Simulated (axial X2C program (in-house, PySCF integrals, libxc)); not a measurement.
# InTe⁻ along the bond: M06, two-component

Computed with an in-house relativistic program for diatomic molecules. Two-component (2c) means X2C with spin–orbit coupling and atomic mean-field two-electron Coulomb and Gaunt terms. Basis: Te dyall-acv3z [12s13p9d5f1g], In dyall-acv3z [12s13p10d5f1g] (cores contracted in-house); Gaussian nuclei, density fitting, unrestricted open shells. Masses: Te 129.906 u, In 114.904 u.

State: Ω = 0 (closed shell). Dipoles are positive if In is the positive end and refer to the centre of mass.

Results along the bond:

```tsv
R (Å)	μ (D)	HOMO (eV)	LUMO (eV)
2.317	-0.099	-0.53	1.53
2.423	0.492	-0.64	1.50
2.503	0.941	-0.71	1.48
2.583	1.389	-0.76	1.46
2.663	1.831	-0.78	1.44
2.756	2.332	-0.69	1.42
2.849	2.814	-0.61	1.39
2.969	3.400	-0.52	1.37
3.116	4.056	-0.43	1.34
3.329	4.877	-0.34	1.31
```

Occupations by symmetry block were frozen at the best pattern of an incomplete PBE0 search. Closed shells are restricted here (equal orbitals for both partners); the stretched side of such a curve lies too high. The LUMO of an anion is an unbound level whose energy the basis sets.
